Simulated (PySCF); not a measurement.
SnH3F, SMILES [F][SnH3].

Geometry: B3LYP-D3(BJ)/def2-TZVP. The def2 effective core potentials stand for the cores of Sn; spin–orbit coupling is left out.

Vertical ionisation energy (IE) and electron affinity (EA) in eV. Rows of orbital energies are one-electron estimates. Where ΔSCF, EOM or ADC give a negative EA the extra electron is unbound and the value depends on the basis.

```csv
level,IE,EA
"−ε(HOMO), −ε(LUMO), HF/def2-TZVPD (PySCF)",12.70,-1.42
"−ε(HOMO), −ε(LUMO), PBE0/def2-TZVPD (PySCF)",___,___
```

Question: Complete the blanks. (The exact figures need the calculation; the answer reports its results.)

Answer: 
- −ε(HOMO), −ε(LUMO), PBE0/def2-TZVPD (PySCF), IE: 9.42
- −ε(HOMO), −ε(LUMO), PBE0/def2-TZVPD (PySCF), EA: 0.95
